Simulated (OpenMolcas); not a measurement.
## Kr2+: effect of the basis set

- Program: OpenMolcas 26.06
- Method: RASSCF
- Active space: 6 electrons in 9 orbitals (RAS2 4s 4p; RAS3 4d, at most 2 electrons)
- State averaging: 2S+1 = 3 even, 3 roots; 2S+1 = 1 even, 7 roots; 2S+1 = 3 odd, 3 roots; 2S+1 = 1 odd, 3 roots
- Spin-orbit coupling: state interaction with AMFI integrals over the reference wave functions, term energies averaged over their components

A. ANO-RCC-VTZP [6s5p3d1f], DKH2, point nucleus; cost about 23 core-seconds
B. ANO-RCC-VQZP [7s6p4d2f1g], DKH2, point nucleus; cost about 18 core-seconds
C. ANO-R2 [6s5p4d3f1g], X2C, finite nucleus; cost about 40 core-seconds
D. ANO-RCC [9s8p6d4f2g], DKH2, point nucleus; cost of the order of 40 core-seconds

Energies in cm-1 above 4s2 4p4 3P2, the measured ground level; measured values from Saloman, J. Phys. Chem. Ref. Data 36, 215 (2007).

| Level | A | B | C | D | Measured |
| --- | --- | --- | --- | --- | --- |
| 4s2 4p4 3P2 | 0.0 | 0.0 | 0.0 | 0.0 | 0.0 |
| 4s2 4p4 3P1 | 4007 | 4031 | 3986 | 4027 | 4548 |
| 4s2 4p4 3P0 | 4917 | 4938 | 4891 | 4934 | 5313 |
| 4s2 4p4 1D2 | 16556 | 16586 | 16447 | 16566 | 14644 |
| 4s2 4p4 1S0 | 34338 | 34359 | 34238 | 34344 | 33080 |
| 4s 4p5 3P* 2 | 115205 | 115119 | 115414 | 115106 | 115931 |
| 4s 4p5 3P* 1 | 118444 | 118371 | 118640 | 118356 | 119380 |
| 4s 4p5 3P* 0 | 120299 | 120237 | 120488 | 120218 | 121543 |

Deviations, from unrounded energies. A percentage is the sum of absolute deviations over the sum of measured energies, with the sign that they share, or ± where signs differ.

```tsv
Against measurement	Levels	A	B	C	D
mean absolute deviation (cm-1)	7	1000	1000	890	1000
fine structure of the ground term (%)	2	-9.5	-9.0	-10.0	-9.1
other terms of the ground configuration (%)	2	+6.6	+6.7	+6.2	+6.7
other configurations (%)	3	-0.8	-0.9	-0.6	-0.9
```

C lies closest to measurement on these levels and D furthest from it. The largest miss of C in the table is 4s2 4p4 1D2, by +1800 cm-1. The ranking rests on the paired levels alone, and a cruder setting can come out closer through cancelling errors.

Among A to D the level of the table that moves most is 4s 4p5 3P* 2, by 310 cm-1 (lowest in D, highest in C).

Some terms mix strongly with configurations of 4d, whose occupation reaches 0.24 (4s 4p5 3P*) (figures for A; the like holds for B, C, D). The run also gave levels led by 4s2 4p3 4d, which use shells meant for correlation; these and all levels above them are left out (holds for A; B; D). Active for correlation alone: 4d; no level in the range computed is led by a configuration that fills it, so any true level of that kind is missing (holds for C). Measured partners are found by configuration, term and J. A level has none where our copy of the source lacks it or the pairing is in doubt (some pairs that miss far off the trend of their configuration count as doubtful), and it then counts in no deviation. Only configurations of the active space appear. The table leaves out levels that lie high or whose names do not pair safely across all columns.

* marks odd parity.
